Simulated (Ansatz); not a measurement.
In(Me)2(OH) (C₂H₇InO), SMILES [In]([CH3])([OH])[CH3]. Atoms are numbered in the order given.

```xyz
11

In    -0.0011    -0.0033     0.0073
C     -1.3972    -1.6503     0.0709
H     -0.8895    -2.5790    -0.2297
H     -2.2477    -1.4754    -0.6025
H     -1.7741    -1.7777     1.0966
C      0.1218     1.8552    -1.0658
H      0.2957     1.6648    -2.1353
H      0.9616     2.4380    -0.6633
H     -0.8081     2.4332    -0.9647
O      1.6072    -0.1654     1.2133
H      1.6376    -0.9777     1.7291
```
Charge 0, spin multiplicity 1.

Geometry: PBE0-D3(BJ)/def2-SVP. The structure was generated by enumeration; whether it is a known compound was not checked. The def2 effective core potentials stand for the cores of In; spin–orbit coupling is left out. One conformer was computed; it need not be the lowest.

Two levels are set side by side: PBE-D3(BJ)/def2-SVP (Ansatz, a quantum-chemistry and plane-wave program) and PBE0-D3(BJ)/def2-SVP (Ansatz). Each level has its own optimised geometry; the coordinates shown are those of the second. Differences are taken from unrounded values.

```csv
quantity,PBE0-D3(BJ),PBE-D3(BJ),PBE-D3(BJ) minus PBE0-D3(BJ)
mean bond length (Å),1.389,1.401,0.012
bond In1–C2 (Å),2.160,2.181,0.021
bond In1–C6 (Å),2.150,2.169,0.020
bond In1–O10 (Å),2.017,2.043,0.026
bond C2–H3 (Å),1.100,1.106,0.006
bond C2–H4 (Å),1.099,1.108,0.009
bond C2–H5 (Å),1.100,1.108,0.008
bond C6–H7 (Å),1.100,1.108,0.007
bond C6–H8 (Å),1.099,1.106,0.008
bond C6–H9 (Å),1.100,1.107,0.008
bond O10–H11 (Å),0.963,0.976,0.013
```

Exact exchange shortens and stiffens bonds; PBE has none. Differences between two approximate levels are no errors against the true value.
